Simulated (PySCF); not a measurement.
AlH2, SMILES [AlH2+], charge +1. Atoms are numbered in the order given.

```xyz
3

Al     0.0000     0.0000     0.0000
H      0.0000     0.0000    -1.5497
H      0.0000     0.0000     1.5497
```
Charge +1, spin multiplicity 1.

The structure is a stationary point at B3LYP-D3(BJ)/def2-TZVPD. The spin state was assumed, not searched. The isomer is the one that the SMILES or the coordinates give; other isomers of the formula were not compared.

Calculation: TDA-PBE0/def2-TZVPD (PySCF 2.14.0).

Vertical excitations; the highest root listed may be one member of a degenerate set. The molecule is in vacuum. State labels are in the subgroup D2h.

```
state  symmetry  energy (eV)  λ (nm)      f                      main pairs
-----  --------  -----------  ------  -----  ------------------------------
S1          B2g         6.38     194  0.000    HOMO→LUMO+1 (degenerate set)
S2          B3g         6.38     194  0.000      HOMO→LUMO (degenerate set)
S3          B1u         9.48     131  1.085                HOMO→LUMO+2 96 %
S4          B3u         9.54     130  0.338  HOMO−1→LUMO+1 (degenerate set)
S5          B2u         9.54     130  0.338    HOMO−1→LUMO (degenerate set)
S6           Ag        10.66     116  0.000              HOMO−1→LUMO+2 97 %
S7          B1u        11.46     108  0.063                HOMO→LUMO+3 99 %
S8          B2u        12.16     102  0.659    HOMO→LUMO+5 (degenerate set)
S9          B3u        12.16     102  0.659    HOMO→LUMO+4 (degenerate set)
S10         B1u        12.28     101  0.000                HOMO→LUMO+7 99 %
T1          B2g         5.69     218      0    HOMO→LUMO+1 (degenerate set)
T2          B3g         5.69     218      0      HOMO→LUMO (degenerate set)
T3          B1u         5.94     209      0                HOMO→LUMO+2 98 %
T4          B3u         7.60     163      0              HOMO−1→LUMO+1 95 %
```
Triplets are in the Tamm–Dancoff approximation.
